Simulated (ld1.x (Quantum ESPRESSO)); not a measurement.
How hard is this carbon PAW potential?

```json
{"Element": "C", "Generator": "ld1.x (Quantum ESPRESSO) 7.5", "Type": "PAW", "Functional": "PBE", "Relativity": "scalar-relativistic", "Frozen core": "[He]", "Valence charge": "4", "Reference configuration": "2s2 2p2", "Partial waves": "2s (bound): rcut 1.00, rcutus 1.25 bohr; 2s channel at 0.75 Ry: rcut 1.00, rcutus 1.25 bohr; 2p (bound): rcut 1.70, rcutus 2.30 bohr; 2p channel at 4.05 Ry: rcut 1.70, rcutus 2.30 bohr; 3d channel at 0.25 Ry: rcut 1.40, rcutus 1.90 bohr; 3d channel at 1.55 Ry: rcut 1.40, rcutus 1.90 bohr", "Local potential": "all-electron potential smoothed inside 2.00 bohr (lloc = -1)", "Core correction": "Bessel-smoothed model core, default radius (core density twice the valence density)", "Augmentation charge": "GAUSS, radius 1.05 bohr"}
```

The pseudo-atom Hamiltonian at the reference potential is diagonalised in spherical Bessel functions j_l(qr) that vanish at 20 bohr, with q² up to the cutoff. All-electron valence levels (Ry): 2s -1.0107, 2p -0.3885.

Question: How do the lowest levels (Ry) of each channel move with the cutoff, and are there ghosts?

Answer:

| cutoff (Ry) | s #1 | s #2 | p #1 | d #1 | d #2 | f #1 | Σ f·Δε (mRy) |
| --- | --- | --- | --- | --- | --- | --- | --- |
| 8 | -1.0094 | -0.0143 | -0.3242 | 0.0727 | 0.1712 | 0.1172 | 131.2 |
| 10 | -1.0102 | -0.0143 | -0.3729 | 0.0727 | 0.1712 | 0.1172 | 32.3 |
| 12 | -1.0102 | -0.0143 | -0.3861 | 0.0727 | 0.1711 | 0.1172 | 5.9 |
| 15 | -1.0103 | -0.0144 | -0.3883 | 0.0727 | 0.1711 | 0.1172 | 1.2 |
| 18 | -1.0105 | -0.0144 | -0.3883 | 0.0727 | 0.1711 | 0.1172 | 0.8 |
| 21 | -1.0105 | -0.0144 | -0.3884 | 0.0727 | 0.1711 | 0.1172 | 0.5 |
| 25 | -1.0106 | -0.0144 | -0.3885 | 0.0727 | 0.1711 | 0.1172 | 0.3 |
| 400 | -1.0107 | -0.0144 | -0.3885 | 0.0727 | 0.1711 | 0.1172 | 0.0 |

Result: no extra level below or beside the all-electron valence levels (s, p, d, f tested); 10 mRy is reached at 12 Ry and 1 mRy at 18 Ry.

Test run stopped at test 2 of 7 (negative rho).
